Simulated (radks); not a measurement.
The numbers below are computed, except where a source is named.
Valence configurations of the erbium ion Er+ (all share [Xe]). Level of theory: scalar-relativistic Kohn-Sham, r2SCAN, spin-unpolarised, spherical densities, finite nucleus; meta-GGA in the generalised Kohn-Sham scheme; Fermi nuclear charge, rms radius 5.2516 fm (a radial shooting solver on a logarithmic mesh with Libxc functionals). Energies are relative to 4f12 6s1; eigenvalues in eV.

[
 {"valence": "4f12 6s1", "E (eV)": "0.000", "e(4f)": "-9.611", "e(5d)": "-", "e(6p)": "-", "e(6s)": "-8.925"},
 {"valence": "4f12 5d0.5 6s0.5", "E (eV)": "1.242", "e(4f)": "-8.771", "e(5d)": "-5.903", "e(6p)": "-", "e(6s)": "-8.353"},
 {"valence": "4f11.5 5d0.5 6s1", "E (eV)": "2.203", "e(4f)": "-12.741", "e(5d)": "-7.186", "e(6p)": "-", "e(6s)": "-9.325"},
 {"valence": "4f12 5d1", "E (eV)": "2.483", "e(4f)": "-8.007", "e(5d)": "-5.410", "e(6p)": "-", "e(6s)": "-"},
 {"valence": "4f12 6p1", "E (eV)": "3.472", "e(4f)": "-11.016", "e(5d)": "-", "e(6p)": "-6.058", "e(6s)": "-"},
 {"valence": "4f11 6s2", "E (eV)": "4.044", "e(4f)": "-18.390", "e(5d)": "-", "e(6p)": "-", "e(6s)": "-10.750"},
 {"valence": "4f11 5d1 6s1", "E (eV)": "5.635", "e(4f)": "-16.071", "e(5d)": "-7.946", "e(6p)": "-", "e(6s)": "-9.664"},
 {"valence": "4f11 6s1 6p1", "E (eV)": "8.361", "e(4f)": "-19.793", "e(5d)": "-", "e(6p)": "-7.110", "e(6s)": "-11.352"},
 {"valence": "4f10 5d1 6s1 6p1", "E (eV)": "20.628", "e(4f)": "-27.180", "e(5d)": "-12.033", "e(6p)": "-7.379", "e(6s)": "-11.970"},
 {"valence": "4f10 6s2 6p1", "E (eV)": "20.978", "e(4f)": "-29.974", "e(5d)": "-", "e(6p)": "-8.009", "e(6s)": "-13.051"}
]

NIST lists [Xe] 4f12 6s1 as the ground configuration; this level of theory agrees among the configurations tried. The energies are those of spherical spin-averaged densities, not of single terms.
